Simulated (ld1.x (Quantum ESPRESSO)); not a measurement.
# Pseudopotential generation for Pm (Z = 61): ultrasoft, PBE, fully relativistic.

Input for ld1.x (Quantum ESPRESSO) 7.5:

```
&input
   title='Pm', zed=61., rel=2, dft='PBE', iswitch=3,
   config='[Xe] 4f5 5d0 6s1.75 6p0', rel_dist='average',
   nld=7, rlderiv=3.95, eminld=-4.0, emaxld=5.0, deld=0.02
 /
 &inputp
   pseudotype=3, tm=.true., lloc=-1, rcloc=2.10,
   nlcc=.false.,
   which_augfun='PSQ', rmatch_augfun=0.80,
   file_pseudopw='Pm.UPF', file_wfcaegen='ae.wfc', file_wfcncgen='nc.wfc', file_beta='beta', file_chi='chi', file_wfcusgen='us.wfc'
 /
8
6S  1  0   1.75   0.00  2.95  3.65  0.0
6S  1  0   0.00   0.50  2.95  3.65  0.0
5P  2  1   6.00   0.00  2.40  2.75  0.0
6P  3  1   0.00   0.00  2.40  2.75  0.0
5D  3  2   0.00   0.00  2.40  3.00  0.0
5D  3  2   0.00   0.15  2.40  3.00  0.0
4F  4  3   5.00   0.00  1.00  1.15  0.0
4F  4  3   0.00   0.35  1.00  1.15  0.0
 &test
   configts(1)='4f5 5p6 5d0 6s1.75 6p0'
 /
```

Command:

```bash
ld1.x < Pm.in > Pm.out
```

Output (shortened: banner, matrices, multipoles, cross overlaps and the repeated all-electron block are left out):

```
[... start of the log left out ...]
      Wfc-us  5D rcutus= 2.972  Estimated cut-off energy=    12.88 Ry
      Wfc-us  5D rcutus= 2.972  Estimated cut-off energy=    12.84 Ry
      Wfc-us  5D rcutus= 2.972  Estimated cut-off energy=    14.55 Ry
      Wfc-us  5D rcutus= 2.972  Estimated cut-off energy=    14.33 Ry
      Wfc-us  4F rcutus= 1.149  Estimated cut-off energy=   118.53 Ry
      Wfc-us  4F rcutus= 1.149  Estimated cut-off energy=   118.45 Ry
      Wfc-us  4F rcutus= 1.149  Estimated cut-off energy=   122.36 Ry
      Wfc-us  4F rcutus= 1.149  Estimated cut-off energy=   121.95 Ry

     Q pseudized with Bessel functions
     Expected ecutrho=     839.5631 due to l1=  3   l2=  3

       Warning: n=1, l=0 expected 0 nodes, found 1
       Setting wfc to zero for this iteration
       (This warning will only be printed once per wavefunction)

       Zero norm: self consistency problem; state:  7 (l=  0, j=0.5)

     ------------------- End of pseudopotential generation -------------------

     Computing logarithmic derivative in   3.93691

       Warning: n=2, l=1 expected 0 nodes, found 1
       Setting wfc to zero for this iteration
       (This warning will only be printed once per wavefunction)

       Zero norm: self consistency problem; state:  3 (l=  1, j=0.5)
       Zero norm: self consistency problem; state:  4 (l=  1, j=1.5)
       Zero norm: self consistency problem; state:  7 (l=  0, j=0.5)

 %%%%%%%%%%%%%%%%%%%%%%%%%%%%%%%%%%%%%%%%%%%%%%%%%%%%%%%%%%%%%%%%%%%%%%%%%%%%%%
     Error in routine chargeps (1):
     negative rho
 %%%%%%%%%%%%%%%%%%%%%%%%%%%%%%%%%%%%%%%%%%%%%%%%%%%%%%%%%%%%%%%%%%%%%%%%%%%%%%

     stopping ...
```

The run stopped because the pseudo-density turned negative during the self-consistent test, most likely because a state had been found with a wrong node count and its wave set to zero before.

The run took about 0.83 s on one core of a shared server CPU.
